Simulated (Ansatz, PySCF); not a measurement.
Gas-phase reaction (SMILES): BOB + 2 [H][H] (H2) -> 2 B (BH3) + O (H2O); energy of full hydrogenation.

Geometries: B3LYP-D3(BJ)/def2-TZVP minima from Ansatz (a program for electronic structure), one conformer each, not searched for the lowest. Correlated levels leave the core frozen unless marked. No spin-orbit coupling. No relativistic terms. Basis-set limits of correlation are two-point, X^-3; Hartree-Fock from the larger set. [CCSD(T)-MP2]/basis is that difference in the basis named. Thermal terms are rigid-rotor harmonic-oscillator values from B3LYP-D3(BJ) frequencies (PySCF) at 298.15 K and 1 atm. 1 Eh = 627.5095 kcal/mol.

| species | E, RI-MP2/CBS(aug-cc-pVTZ,aug-cc-pVQZ)+[CCSD(T)-MP2]/aug-cc-pVTZ (Ansatz) (Eh) | E, PBE/def2-TZVPD (Ansatz) (Eh) | H - E (Eh) | G - E (Eh) |
|---|---|---|---|---|
| BOB | -127.21652 | -127.24604 | 0.05204 | 0.02231 |
| [H][H] (H2) | -1.17524 | -1.16589 | 0.01336 | -0.00144 |
| B (BH3) | -26.55177 | -26.55229 | 0.03008 | 0.00872 |
| O (H2O) | -76.37791 | -76.38111 | 0.02495 | 0.00353 |

Q: Work out ΔE and ΔH, ΔG, ΔS and the equilibrium constant at 298.15 K at the first level, then ΔH at the second.

A: 
1. ΔE = [2×(-26.55177) + (-76.37791)] - [(-127.21652) + 2×(-1.17524)] = 0.08555 Eh = 53.7 kcal/mol at RI-MP2/CBS(aug-cc-pVTZ,aug-cc-pVQZ)+[CCSD(T)-MP2]/aug-cc-pVTZ.
2. The terms H - E add up to 0.00635 Eh, so ΔH = (0.08555 + (0.00635))×627.5095 = 57.7 kcal/mol.
3. The terms G - E add up to 0.00154 Eh, so ΔG = 54.6 kcal/mol, and ΔS = (0.00635 - (0.00154))×627509.5/298.15 = 10.1 cal/(mol K).
4. log10 K = -ΔG/(RT ln 10) = -40.0, with RT ln 10 = 1.3642 kcal/mol.
5. At PBE/def2-TZVPD the same steps give ΔE = 57.8 and ΔH = 61.8 kcal/mol, a shift of +4.1 from the first level.
6. These values are not checked against measurement here, since the tables used lack a sound gas-phase enthalpy of formation for at least one species.
